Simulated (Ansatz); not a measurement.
`CBC(F)S` and `FC([SiH3])S` differ in one atom or group.

Ansatz, PBE0-D4/def2-TZVP geometries, multiplicity 1. Each molecule was computed in one conformer, which needn't be the lowest.

| property | `CBC(F)S` |
| --- | --- |
| LUMO energy (PBE/def2-TZVPP) / eV | -1.37 |
| HOMO–LUMO gap (B3LYP/def2-TZVPP) / eV | 7.06 |
| size of the dipole moment (B3LYP/def2-TZVPP) / D | 1.90 |
| LUMO energy (ωB97M-V/def2-TZVPP) / eV | 1.45 |
| HOMO–LUMO gap (ωB97M-V/def2-TZVPP) / eV | 11.58 |
| HOMO energy (B3LYP/def2-TZVPP) / eV | -7.72 |

Q: Give the same properties after the change, and the shifts. (An estimate is asked.)

A: Ansatz gave: 
```
                                        property  `FC([SiH3])S`  shift
               LUMO energy (PBE/def2-TZVPP) / eV          -1.08   0.29
           HOMO–LUMO gap (B3LYP/def2-TZVPP) / eV           6.91  -0.15
size of the dipole moment (B3LYP/def2-TZVPP) / D           1.47  -0.43
           LUMO energy (ωB97M-V/def2-TZVPP) / eV           1.56   0.11
         HOMO–LUMO gap (ωB97M-V/def2-TZVPP) / eV          11.34  -0.24
             HOMO energy (B3LYP/def2-TZVPP) / eV          -7.33   0.39
```

With PBE0 the HOMO rises by 0.38 eV and the LUMO rises by 0.20 eV, so the gap narrows by about 0.18 eV. PBE moves the HOMO by 0.34 eV and ωB97M-V by 0.34 eV. Dipoles are sizes alone; their direction can turn.

B3LYP here is the variant with VWN-RPA as its local correlation; programs differ in this.
